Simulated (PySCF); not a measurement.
Dipole moment and polarisability of (OH)2Hf(OSiH2)2O

(OH)2Hf(OSiH2)2O (singlet state).
Geometry (PBE0-D3(BJ)/def2-SVP, Å), atoms numbered from 1 in this order:
```xyz
14
H6HfO5Si2 angstrom
Hf    -0.307    1.179   -0.833
O     -2.031    1.415   -1.664
O      0.948    2.602   -1.175
O     -0.496    0.851    1.095
Si    -0.206   -0.439    2.096
O      0.407   -1.681    1.176
Si     0.829   -1.943   -0.412
O      0.462   -0.577   -1.276
H     -2.884    1.533   -2.075
H      1.596    3.285   -1.330
H      0.800   -0.064    3.127
H     -1.476   -0.892    2.725
H      2.290   -2.214   -0.481
H      0.048   -3.099   -0.930
```

Level: PBE0/def2-SVPD (PySCF), static field, nuclei fixed, core orbitals frozen in the response. The polarisability tensor in these axes (au):

```
x    94.24  -3.22   1.42
y    -3.22 104.47  -6.90
z     1.42  -6.90  99.86
```

Problem. Diagonalise the tensor; give its mean and Δα, where Δα² is half the sum of the squared differences of the eigenvalues.

Solution. Principal values 93.20, 95.19 and 110.19 au; mean 99.52 au = 14.75 Å³ = 16.41 × 10⁻⁴⁰ C²·m²/J; Δα = 16.08 au (16 % of the mean).

Problem. What is the dipole moment, and where does it point?

Solution. (-0.47, 1.84, -1.32) D, 2.31 D in size, pointing from the negative to the positive side. Measured along this direction, the outermost atoms are O6 and H11 at the negative end and H10 and H9 at the positive end.

Problem. Refractivity n − 1 of an ideal gas of it at 350 K and 1 atm, from the electronic α?

Solution. N = p/kT = 2.0968 × 10¹⁹ cm⁻³, so n − 1 = 2π × N × 14.75 × 10⁻²⁴ cm³ = 1943 × 10⁻⁶ at long wavelengths.

Problem. Estimate the molar refractivity from the static electronic polarisability.

Solution. Lorentz–Lorenz: R = (4π/3)N_A α = 2.5225 cm³/(mol·Å³) × 14.75 Å³ = 37.2 cm³/mol, in the limit of long wavelengths.

Problem. Sum over states: ᾱ = Σ f/ω², ω in Eh. What share falls to these 10 lowest TDDFT singlets (eV, f)? 6.79, 0.0000; 7.03, 0.0000; 7.30, 0.0253; 7.37, 0.0002; 7.45, 0.0177; 7.47, 0.0034; 7.50, 0.0000; 7.68, 0.0302; 7.75, 0.0325; 7.79, 0.0002.

Solution. They add up to 1.42 au, 1.4 % of the 99.52 au; the largest single term is 0.40 au, from the state at 7.75 eV. Terms in order: 0.00, 0.00, 0.35, 0.00, 0.24, 0.04, 0.00, 0.38, 0.40, 0.00 au. Higher excitations give the rest. The strengths listed sum to 0.110.

Problem. Find the Langevin capture rate constant for H3O+ (19.018 u) meeting this molecule (321.922 u), k = 2.342 × 10⁻⁹ cm³/s × √(α in Å³ / reduced mass in u).

Solution. The reduced mass is 17.96 u, so k = 2.12 × 10⁻⁹ cm³/s. The formula leaves out the permanent dipole, which adds to the capture rate.

Problem. What depolarisation ratio follows for Rayleigh scattering of linearly polarised light, taking the static tensor?

Solution. ρ = 3Δα²/(45ᾱ² + 4Δα²) = 776.2/(445722 + 1034.9) = 0.00174.

Isolated species at its PBE0-D3(BJ)/def2-SVP geometry, gas phase. Atoms past krypton carry effective core potentials; spin–orbit coupling is left out.
